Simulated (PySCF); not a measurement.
C4H10O, charge -1, doublet, at the geometry of the source list (a state made from the parent by changing its charge; the spin is typed, not shown lowest) (in this run its highest filled SCF level lies above zero, so its values depend strongly on the basis, on diffuse functions most of all); MP2/STO-3G run with PySCF.

Input for PySCF:
```python
from pyscf import gto, scf, mp

mol = gto.Mole()
mol.atom = '''
    C     2.339900    0.291400   -0.078900
    C     0.853700    0.582300    0.052700
    O     0.206700   -0.589600    0.500700
    C    -1.181200   -0.458100    0.703200
    C    -1.998700   -0.475000   -0.587900
    H     2.740800   -0.026800    0.878800
    H     2.494900   -0.505000   -0.800500
    H     2.864000    1.183400   -0.410100
    H     0.683800    1.396600    0.777000
    H     0.449600    0.903500   -0.918500
    H    -1.392400    0.463200    1.268200
    H    -1.454800   -1.317800    1.321400
    H    -3.058100   -0.487500   -0.347600
    H    -1.755200   -1.363800   -1.163600
    H    -1.793000    0.403100   -1.195000
'''
mol.basis = 'sto-3g'
mol.charge = -1
mol.spin = 1
mol.verbose = 4
mol.build()

mf = scf.UHF(mol)
mf.kernel()

pt = mp.MP2(mf, frozen=5)
pt.kernel()
print('E(MP2) = %.10f' % pt.e_tot)
```

Output, abridged:

```
PySCF version 2.14.0

[INPUT] verbose = 4
[INPUT] num. atoms = 15
[INPUT] num. electrons = 43
[INPUT] charge = -1
[INPUT] spin (= nelec alpha-beta = 2S) = 1
[INPUT] symmetry False subgroup None
[INPUT] Mole.unit = angstrom
[INPUT] Symbol           X                Y                Z      unit          X                Y                Z       unit  Magmom
[INPUT]  1 C      2.339900000000   0.291400000000  -0.078900000000 AA    4.421770158870   0.550666192698  -0.149099391228 Bohr   0.0
[INPUT]  2 C      0.853700000000   0.582300000000   0.052700000000 AA    1.613259192541   1.100387522334   0.099588566765 Bohr   0.0
[INPUT]  3 O      0.206700000000  -0.589600000000   0.500700000000 AA    0.390606389948  -1.114182523044   0.946185870570 Bohr   0.0
[INPUT]  4 C     -1.181200000000  -0.458100000000   0.703200000000 AA   -2.232144498336  -0.865683537663   1.328855410794 Bohr   0.0
[INPUT]  5 C     -1.998700000000  -0.475000000000  -0.587900000000 AA   -3.776995605168  -0.897619909168  -1.110969988632 Bohr   0.0
[INPUT]  6 H      2.740800000000  -0.026800000000   0.878800000000 AA    5.179361362208  -0.050644660138   1.660691318268 Bohr   0.0
[INPUT]  7 H      2.494900000000  -0.505000000000  -0.800500000000 AA    4.714677708177  -0.954311692905  -1.512725762714 Bohr   0.0
[INPUT]  8 H      2.864000000000   1.183400000000  -0.410100000000 AA    5.412175620754   2.236301895810  -0.774976683684 Bohr   0.0
[INPUT]  9 H      0.683800000000   1.396600000000   0.777000000000 AA    1.292194723978   2.639191505568   1.468317198787 Bohr   0.0
[INPUT] 10 H      0.449600000000   0.903500000000  -0.918500000000 AA    0.849620865604   1.707367553545  -1.735713445413 Bohr   0.0
[INPUT] 11 H     -1.392400000000   0.463200000000   1.268200000000 AA   -2.631254655844   0.875321140899   2.396550671173 Bohr   0.0
[INPUT] 12 H     -1.454800000000  -1.317800000000   1.321400000000 AA   -2.749173566017  -2.490281086952   2.497084101000 Bohr   0.0
[INPUT] 13 H     -3.058100000000  -0.487500000000  -0.347600000000 AA   -5.778971461532  -0.921241485725  -0.656868800899 Bohr   0.0
[INPUT] 14 H     -1.755200000000  -1.363800000000  -1.163600000000 AA   -3.316847293837  -2.577208488682  -2.198885318544 Bohr   0.0
[INPUT] 15 H     -1.793000000000   0.403100000000  -1.195000000000 AA   -3.388278941345   0.761748600812  -2.258222718855 Bohr   0.0

nuclear repulsion = 191.824148314002
number of shells = 25
number of NR pGTOs = 105
number of NR cGTOs = 35
basis = sto-3g
ecp = {}

******** <class 'pyscf.scf.uhf.UHF'> ********
method = UHF
initial guess = minao
damping factor = 0
level_shift factor = 0
DIIS = <class 'pyscf.scf.diis.CDIIS'>
diis_start_cycle = 1
diis_space = 8
diis_damp = 0
SCF conv_tol = 1e-09
SCF conv_tol_grad = None
SCF max_cycles = 50
direct_scf = True
direct_scf_tol = 1e-13
number electrons alpha = 22  beta = 21
Set gradient conv threshold to 3.16228e-05
init E= -230.005052134792

cycle= 1 E= -228.645575444923  delta_E= 1.36  |g|= 0.442  |ddm|= 3.63
cycle= 2 E= -228.787399063729  delta_E= -0.142  |g|= 0.12  |ddm|= 0.97
cycle= 3 E= -228.800541563711  delta_E= -0.0131  |g|= 0.0388  |ddm|= 0.335
cycle= 4 E= -228.802889791016  delta_E= -0.00235  |g|= 0.0134  |ddm|= 0.15
cycle= 5 E= -228.803292304082  delta_E= -0.000403  |g|= 0.00592  |ddm|= 0.0793
cycle= 6 E= -228.80338848987  delta_E= -9.62e-05  |g|= 0.00217  |ddm|= 0.0498
cycle= 7 E= -228.803402694167  delta_E= -1.42e-05  |g|= 0.000706  |ddm|= 0.0197
cycle= 8 E= -228.803404225604  delta_E= -1.53e-06  |g|= 0.000254  |ddm|= 0.00651
cycle= 9 E= -228.803404422547  delta_E= -1.97e-07  |g|= 0.000101  |ddm|= 0.00224
cycle= 10 E= -228.80340445529  delta_E= -3.27e-08  |g|= 5.67e-05  |ddm|= 0.000819
cycle= 11 E= -228.803404468844  delta_E= -1.36e-08  |g|= 2.01e-05  |ddm|= 0.000703
cycle= 12 E= -228.803404470557  delta_E= -1.71e-09  |g|= 1.41e-05  |ddm|= 0.000193
cycle= 13 E= -228.803404471451  delta_E= -8.94e-10  |g|= 9.64e-06  |ddm|= 0.00013
Extra cycle  E= -228.803404471697  delta_E= -2.47e-10  |g|= 8.14e-06  |ddm|= 4.65e-05
converged SCF energy = -228.803404471697  <S^2> = 0.76853564  2S+1 = 2.0184505

******** <class 'pyscf.mp.ump2.UMP2'> ********
nocc = (np.int64(17), np.int64(16)), nmo = (30, 30)
frozen orbitals 5
E(UMP2) = -229.039918779288  E_corr = -0.236514307590479
E(SCS-UMP2) = -229.061893578409  E_corr = -0.258489106711778
E_corr(same-spin) = -0.0292246873809191
E_corr(oppo-spin) = -0.207289620209559
E(MP2) = -229.0399187793
```
